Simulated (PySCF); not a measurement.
SbBr2, SMILES [Sb+]([Br])[Br] (connectivity only; charge and spin as stated), charge +1, multiplicity 1.

Geometry optimised at r2SCAN-D4/def2-SVP. The multiplicity is an assumed one; other spin states were not compared. The isomer is the one that the SMILES or the coordinates give; other isomers of the formula were not compared. The def2 effective core potentials stand for the cores of Sb; spin–orbit coupling is left out.

Level of theory: PBE/def2-TZVPD run with PySCF.

Isolated molecule, no solvent.

The total energy comes out as -5387.58286 hartree and the point group is C2v. The highest occupied level is -12.70 eV and the lowest empty level comes out as -10.55 eV. The orbital gap is 2.15 eV. The dipole moment about the centre of nuclear charge is 2.35 D. The mean static polarisability comes out as 78.2 bohr³ (11.58 Å³) and the polarisability, principal values comes out as 50.7, 72.6, 111.3 bohr³.
